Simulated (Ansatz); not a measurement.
Basis sets compared for the cluster Na9⁺. The state is a singlet with charge 1. Geometry r2SCAN/def2-SVP. Ansatz on 4 threads of Arm Neoverse V2 on a shared host; times are rough, and most runs start from earlier orbitals.

Cartesian coordinates in Å:
```
Na 0.0050 0.0114 -0.0167
Na 2.7071 -1.5660 -0.8348
Na -1.9700 -1.6625 1.9267
Na 0.3489 1.0449 -3.0459
Na 1.5740 -0.5463 2.7589
Na -1.1304 2.3559 1.8681
Na -2.9755 0.7140 -1.1006
Na 2.3068 2.2920 0.0761
Na -0.8659 -2.6434 -1.6317
```

The restricted singlet is unstable towards broken spin symmetry in Hartree–Fock (as tested in another run); at PBE/def2-SVP, PBE/def2-TZVP, PBE0/def2-SVP, PBE0/def2-TZVP this wasn't settled. Another isomer (singlet) lies 0.11 eV lower at PBE0/def2-TZVP; other spin states weren't run for this one.

| level | functions | energy (Eh) | HOMO (eV) | LUMO (eV) | wall time |
| --- | --- | --- | --- | --- | --- |
| PBE/def2-SVP | 135 | -1458.9983 | -5.74 | -4.47 | 3.7 s |
| PBE0/def2-SVP | 135 | -1459.1256 | -6.10 | -4.02 | 6.5 s |

Problem. Estimate the rows for PBE/def2-TZVP (with forces), PBE0/def2-TZVP.

Solution. 
```tsv
level	functions	energy (Eh)	HOMO (eV)	LUMO (eV)	wall time
PBE/def2-TZVP (with forces)	288	-1459.5327	-5.79	-4.53	8.5 s
PBE0/def2-TZVP	288	-1459.6549	-6.14	-4.05	17 s
```
